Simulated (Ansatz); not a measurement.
Basis-set extrapolation for C$_{9}$H$_{19}$N, SMILES `CC1(C)CCCC(C)(C)N1` (PBE0-D4/def2-TZVP geometry, frozen core, Ansatz 0.2.0). Multiplicity 1, RHF reference.

```tsv
	def2-TZVPP	def2-QZVPP
HF	-406.466515	-406.485197
MP2 correlation	-1.789986	-1.900919
CCSD(T) correlation	-1.958436	not run
```

Energies in hartree. Use E(X) = E(∞) + A·exp(−7.88·√X) for Hartree–Fock and E(X) = E(∞) + B·X^(−2.97) for correlation, with X = 3 and 4, and add CCSD(T) minus MP2 of the smaller set to the MP2 limit.

Question: What is the CCSD(T) energy at the basis-set limit?

Answer: HF limit: -406.485197 + (-0.018682) × 0.13774 = -406.48777. MP2 limit: -1.900919 + (-0.110933) × 0.74074 = -1.98309. Higher-order term: -1.958436 − (-1.789986) = -0.16845. Total: -408.63931 hartree, 562.8 kJ/mol below CCSD(T)/def2-TZVPP.
